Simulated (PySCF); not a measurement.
Working out the ionisation energy of Mn

Mn [Ar] 3d5 4s2 (6S) → Mn⁺ [Ar] 3d5 4s1 (7S). Computed with PySCF 2.14 in jorge-DZP-DKH, with scalar relativity by spin-free X2C-1e. Frozen: [Ar]. Energies in hartree (1 hartree = 27.21139 eV):

```csv
part,Mn (lower),Mn⁺ (upper)
UHF,-1157.141786,-1156.923097
MP2 opposite-spin,-0.026948,0.000000
MP2 same-spin,-0.035046,-0.035534
```

What does Hartree-Fock give?

(-1156.923097) − (-1157.141786) = 0.218689 hartree = 5.951 eV.

What do MP2 and SCS-MP2 (6/5 opposite-spin, 1/3 same-spin) give?

The opposite-spin parts differ by 0.733 eV and the same-spin parts by -0.013 eV. MP2: 5.951 + (0.733) + (-0.013) = 6.671 eV. SCS-MP2: 5.951 + 1.2 × (0.733) + (-0.013)/3 = 6.826 eV.

Measured between the centres of the two terms (NIST): 7.434 eV, so MP2 (valence) is off by -0.763 eV.

A double-zeta basis recovers only part of the correlation energy.

What remains against the reference includes basis incompleteness, the frozen core and correlation beyond second order.
